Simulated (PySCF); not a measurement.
Al(Me)2(Et), SMILES [CH3][Al]([CH3])[CH2]C at its GFN2-xTB optimised geometry (Å):

```
16

Al     0.2817    -0.0149     0.0000
C     -0.7560    -1.7182     0.0115
H     -1.3096    -1.8734     0.9438
H     -0.0961    -2.5849    -0.1060
H     -1.4981    -1.7745    -0.7919
C      2.2747    -0.0149     0.0000
H      2.6907     0.9862     0.1565
H      2.6969    -0.3850    -0.9403
H      2.6862    -0.6556     0.7872
C     -0.6833     1.7523     0.0000
C     -2.1933     1.6188    -0.2515
H     -0.2576     2.4325    -0.7525
H     -0.5353     2.2752     0.9568
H     -2.6476     0.9539     0.4826
H     -2.3816     1.1995    -1.2392
H     -2.6969     2.5849    -0.1917
```

Method: B3LYP/def2-TZVP (PySCF). Cells within 0.4 Å of a nucleus heavier than hydrogen are left out (blank, or x).

Map of the electron localisation function on the plane z = 0.0 Å:

```
|000000000000000000000000000|
|000000000000000000000000000|
|000000000000000000000000000|
|000047730000000000000000000|
|000599981001110000000000000|
|001899993012332000000000000|
|001799995135653100000000000|
|000489996555663000026620000|
|00013672496xx53100189983000|
|0000256xx97xx76200599996000|
|000158985678997213699996100|
|000268985248930057799983000|
|000168862025057169628741000|
|0000244100010xx559xx2531000|
|00000000004606x1695x6531000|
|000000000269820057556531000|
|000000012457997213344320000|
|00000002462x386200012100000|
|00000002463x386200000000000|
|000000013556999700000000000|
|000000001347999930000000000|
|000000000127999940000000000|
|000000000015999820000000000|
|000000000002576200000000000|
|000000000000000000000000000|
|000000000000000000000000000|
|000000000000000000000000000|
```
Scale: ten equal steps from 0.000 (start of '0') to 0.999 (end of '9'), in the order '0123456789'; x runs from -5.00 to 5.00, y from -5.00 (bottom) to 5.00 (top).
